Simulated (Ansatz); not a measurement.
Program: Ansatz. Geometries: PBE0-D4/def2-TZVP. ΔE: electronic, gas phase. CBS: MP2 limit from def2 TZ/QZ plus the TZ coupled-cluster correction, frozen cores. For Ga outer-core shells are correlated without core-valence functions, which leaves a few kJ/mol of doubt a bond. Scalar relativity is left out up to krypton. One conformer a species, not always the lowest.

Consider the isomerisation: `[OH][GaH][CH2][SiH3]` → `C[SiH](O)[GaH2]`.

```csv
species,HF/CBS(def2) energy (Eh)
`[OH][GaH][CH2][SiH3]`,-2329.14071
`C[SiH](O)[GaH2]`,-2329.15132
```

**Question.** Work out ΔE.

**Answer.** ΔE = (-2329.15132) − (-2329.14071) = -0.01061 Eh = -6.7 kcal/mol. CCSD(T)/CBS gives -3.0 kcal/mol.

Largest T1 diagnostic among the species: 0.014.

In def2-TZVPP, CCSD(T) changes the Hartree–Fock value by +3.8 kcal/mol (the triples alone add +0.8 kcal/mol) and MP2 by +5.4 kcal/mol. From PBE to PBE0 (25 % exact exchange), in def2-TZVPP and without D4, ΔE moves by −0.7 kcal/mol.
